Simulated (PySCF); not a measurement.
**Radial density of Mg (magnesium, neutral)**

UHF, [Ne] 3s2, closed-shell 1S. All numbers are calculated (PySCF 2.14, no relativity, point nucleus, in pcseg-2).

```
r (bohr)  4πr²ρ (e/bohr)
 0.00172         0.03896
 0.00289          0.1075
 0.00486          0.2894
 0.00817          0.7568
  0.0137           1.872
  0.0231           4.234
  0.0389           8.220
  0.0654           12.44
   0.110           12.71
   0.185           8.445
   0.311           8.468
   0.523           11.09
   0.880           5.958
    1.48           1.187
    2.49          0.6948
    4.19          0.3507
    7.05         0.03208
    11.9       5.379e-05
```
